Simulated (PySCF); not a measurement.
# The third ionisation energy along the 5p block

Calculated with PySCF 2.14 from differences of total energies of unrestricted determinants, without spin-orbit coupling. Values in eV. The last column holds reference values (NIST; (s) semi-empirical, (t) theoretical, else measured). Unmarked ones compare directly (S terms, centres of terms, or small fine structure); those marked * lie between the lowest fine-structure levels and include a spin-orbit shift.

| element | configurations | UHF | SCS-MP2 (valence) | CCSD (valence) | CCSD(T) (valence) | LDA | PBE0 | reference |
| --- | --- | --- | --- | --- | --- | --- | --- | --- |
| In (aug-cc-pVTZ-DK3, spin-free X2C) | [Kr] 4d10 5s1 → [Kr] 4d10 | 26.622 | n/a | n/a | n/a | 28.948 | 28.189 | 28.044 |
| Sn (aug-cc-pVTZ-DK3, spin-free X2C) | [Kr] 4d10 5s2 → [Kr] 4d10 5s1 | 28.528 | 29.331 | 29.455 | 29.455 | 31.151 | 30.332 | 30.506 |
| Sb (aug-cc-pVTZ-DK3, spin-free X2C) | [Kr] 4d10 5s2 5p1 → [Kr] 4d10 5s2 | 24.141 | 24.352 | 24.429 | 24.446 | 24.939 | 24.740 | 25.323 * |
| Te (aug-cc-pVTZ-DK3, spin-free X2C) | [Kr] 4d10 5s2 5p2 → [Kr] 4d10 5s2 5p1 | 26.960 | 27.228 | 27.326 | 27.346 | 27.719 | 27.554 | 27.84 ± 0.04 * |
| I (aug-cc-pVTZ-DK3, spin-free X2C) | [Kr] 4d10 5s2 5p3 → [Kr] 4d10 5s2 5p2 | 29.868 | 30.179 | 30.290 | 30.314 | 30.509 | 30.416 | 29.57 ± 0.025 * |
| Xe (aug-cc-pVTZ-DK3, spin-free X2C) | [Kr] 4d10 5s2 5p4 → [Kr] 4d10 5s2 5p3 | 29.356 | 30.061 | 30.126 | 30.148 | 30.829 | 30.502 | 31.05 ± 0.04 (s) * |

"Valence" correlates the outer s and p shells and, in groups 3 to 12 and the f block, the outer d or f shell, open or full, or the next shell where the ion has no valence electron left; the wider scheme adds the next inner shell.
